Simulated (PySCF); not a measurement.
chlorotrifluoromethane (CClF3), SMILES FC(Cl)(F)F.

Geometry: r2SCAN-D4/def2-SVP.

Level of theory: r2SCAN-D4/def2-SVP run with PySCF.

Frequencies are harmonic and unscaled.

Modes within 1.5 cm⁻¹ of each other (mostly degenerate sets) share a row, with their intensities summed.

| mode | ν (cm⁻¹) | IR (km/mol) | Raman (Å⁴/amu) | depolarisation | moving atoms (share of kinetic energy) |
|---|---|---|---|---|---|
| 1–2 | 350 | 0.2 | 2.9 | 0.75 | F 79 %, Cl 18 % |
| 3 | 466 | 1.3 | 5.6 | 0.35 | Cl 61 %, F 38 % |
| 4–5 | 565 | 5.0 | 2.7 | 0.75 | F 89 %, C 9 % |
| 6 | 787 | 47.2 | 4.7 | 0.00 | F 78 %, C 18 % |
| 7 | 1102 | 507.6 | 1.1 | 0.36 | C 70 %, F 30 % |
| 8–9 | 1249 | 690.3 | 0.6 | 0.75 | C 76 %, F 24 % |
